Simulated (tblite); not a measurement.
Compound: C10H10O.
SMILES with atom numbers: `[CH2:1]=[CH:2]/[CH:3]=[CH:4]/[C:5](=[CH2:6])[c:7]1[cH:8][cH:9][cH:10][o:11]1` (hydrogens: H12, H13 on C1; H14 on C2; H15 on C3; H16 on C4; H17, H18 on C6; H19 on C8; H20 on C9; H21 on C10)

Cartesian coordinates in Å at the GFN2-xTB level; atoms count from 1:
```
atom  x, y, z in Å
C1     3.4778    1.2024    1.2972
C2     2.9361    0.1916    0.6216
C3     1.5470    0.1382    0.2437
C4     1.0120   -0.8770   -0.4496
C5    -0.3681   -0.9743   -0.8955
C6    -0.6991   -1.7623   -1.9298
C7    -1.4006   -0.2038   -0.2113
C8    -1.5152    0.2238    1.0873
C9    -2.7688    0.8688    1.1859
C10   -3.3277    0.7876   -0.0521
O11   -2.5157    0.1383   -0.8981
H12    2.8911    2.0541    1.6006
H13    4.5195    1.2160    1.5680
H14    3.5466   -0.6528    0.3273
H15    0.9368    0.9817    0.5351
H16    1.6541   -1.6865   -0.7748
H17    0.0418   -2.3372   -2.4577
H18   -1.7137   -1.8312   -2.2804
H19   -0.8105    0.0709    1.8787
H20   -3.1910    1.3276    2.0565
H21   -4.2615    1.1411   -0.4428
```

Computed with GFN2-xTB (tblite): harmonic, unscaled wavenumbers at the GFN2-xTB geometry, gas phase. This tight-binding method is rough: wavenumbers can miss measured ones by several per cent, in bad cases by 10 to 20. One conformer, not necessarily the lowest.

Harmonic wavenumbers (cm⁻¹): 53.4, 76.2, 80.9, 145.0, 182.1, 192.0, 232.6, 295.9, 348.3, 454.2, 536.9, 545.7, 588.0, 612.1, 633.7, 674.3, 713.0, 766.6, 805.5, 829.6, 851.5, 860.4, 868.7, 881.7, 921.7, 946.6, 972.6, 984.8, 1034.3, 1047.7, 1096.7, 1122.8, 1170.9, 1177.6, 1220.3, 1230.6, 1288.3, 1299.7, 1319.8, 1374.8, 1396.5, 1412.2, 1471.6, 1566.4, 1620.5, 1635.6, 1658.9, 3048.6, 3053.0, 3079.0, 3100.0, 3113.0, 3130.9, 3145.7, 3165.3, 3180.8, 3190.2.

A = 1984, B = 658.9, C = 513.8 MHz; mass 146.073 u (most abundant isotopes); point group C1, symmetry number 1.

Problem. What is the zero-point energy?

Solution. Half the sum of the wavenumbers: 36203 cm⁻¹ = 433.08 kJ/mol.

Problem. Give the ideal-gas entropy at 200 K and 1 bar in the rigid-rotor, harmonic-oscillator model (classical rotation).

Solution. Translation 162.72, rotation 122.84, vibration 81.82: S = 367.4 J/(mol K).

Problem. And Cp and H(200 K) − H(0)?

Solution. Cp = 123.54 J/(mol K), of which vibrations give 90.28 (their classical limit is 57 R = 473.9); H(200 K) − H(0) = 15.64 kJ/mol without the zero-point energy, 8.98 from vibrations.

Problem. How do the functions run with temperature in this model?

Solution. 
```csv
T (K),S (J/(mol K)),Cp (J/(mol K)),H − H(0) (kJ/mol),G − H(0) (kJ/mol),ln q(vib)
100,299.1,79.9,5.55,-24.37,1.74
300,427.3,176.1,30.58,-97.59,7.16
500,540.2,268.8,75.61,-194.51,12.78
800,686.7,352.4,170.09,-379.29,21.13
1000,769.3,387.0,244.23,-525.07,26.37
```

q(vib) and H(0) count from the zero-point level.

Problem. What must be added to the electronic energy to get the Gibbs energy at 200 K and 1 bar?

Solution. ZPE + [H(200 K) − H(0)] − T·S = 433.08 + 15.64 − 73.47 = 375.25 kJ/mol.

Problem. Which modes carry the vibrational entropy at 200 K?

Solution. 53.4 cm⁻¹: 16.32; 76.2 cm⁻¹: 13.42; 80.9 cm⁻¹: 12.93; 145.0 cm⁻¹: 8.33; 182.1 cm⁻¹: 6.64; 192.0 cm⁻¹: 6.26 J/(mol K); the other 51 give 17.92 together.

Problem. Blend soft modes into free rotors: weight 1/[1 + (100 cm⁻¹/ν̃)⁴] for the oscillator and the rest for a rotor with moment μB/(μ + B), μ = h/(8π²ν), B = 10⁻⁴⁴ kg m². What vibrational entropy results?

Solution. 76.31 J/(mol K) in place of 81.82, which changes −T·S at 200 K by +1.10 kJ/mol.

Hindered rotation and anharmonicity are outside this model. Other conformers, if any are populated, would add a mixing term that is left out. The structure is chiral; the term R ln 2 for an equal mix with its mirror image is left out.
